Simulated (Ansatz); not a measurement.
Species: sum formula GeHCl3, net charge 0, singlet state. 
Structure (B3LYP-D3(BJ)/def2-TZVP (Ansatz, a program for electronic structure) minimum search):
```
Ge
H 1 1.5259
Cl 1 2.1442 2 110.42
Cl 1 2.1442 2 110.42 3 -120.00
Cl 1 2.1442 2 110.42 4 -120.00
```
Charge 0, spin multiplicity 1.

Total electronic energies in hartree. Correlated levels leave the core frozen unless marked. No spin-orbit coupling. The frozen core is the preceding noble-gas configuration, with the filled d and f shells of earlier blocks. Non-relativistic. CBS(X,Y): correlation extrapolated as X^-3; Hartree-Fock from the larger set.

```csv
level,program,energy (Eh)
HF/def2-SVP,Ansatz,-3453.88321
RI-HF/def2-QZVPPD,Ansatz,-3454.70630
revPBE-D4/def2-TZVPD,Ansatz + dftd4,-3457.97886
revPBE/def2-TZVPD,Ansatz,-3457.96327
r2SCAN-D4/def2-TZVPD,Ansatz + dftd4,-3458.28368
PBE0/STO-3G,Ansatz,-3418.75389
PBE0-D4/def2-TZVPD,Ansatz + dftd4,-3457.67133
PBE0/def2-TZVP,Ansatz,-3457.66346
PBE0/def2-QZVPP,Ansatz,-3457.74888
HSE06-D3(BJ)/def2-TZVPD,Ansatz + dftd3,-3457.64854
B2GP-PLYP-D3(BJ)/def2-TZVPD,Ansatz + dftd3,-3457.30019
RPA@PBE/def2-TZVPP,Ansatz,…
RPA@PBE/def2-QZVPP,Ansatz,-3455.88073
RI-MP2/def2-QZVPP,Ansatz,-3455.44868
SCS-MP2/6-31G*,Ansatz,-3454.68682
SCS-MP2/def2-QZVPPD,Ansatz,-3455.44586
CCSD/6-31G*,Ansatz,-3454.74349
CCSD/def2-SVP,Ansatz,-3454.41240
CCSD/def2-TZVPP,Ansatz,-3455.35475
CCSD(T)/def2-SVP,Ansatz,-3454.42433
CCSD(T)/def2-SVPD,Ansatz,-3454.49046
CCSD(T)/def2-QZVPPD,Ansatz,-3455.53584
"CCSD(T)/CBS(def2-TZVPPD,def2-QZVPPD)",Ansatz,-3455.5829
```

Fill in the missing entries.


- RPA@PBE/def2-TZVPP, energy (Eh): -3455.68290
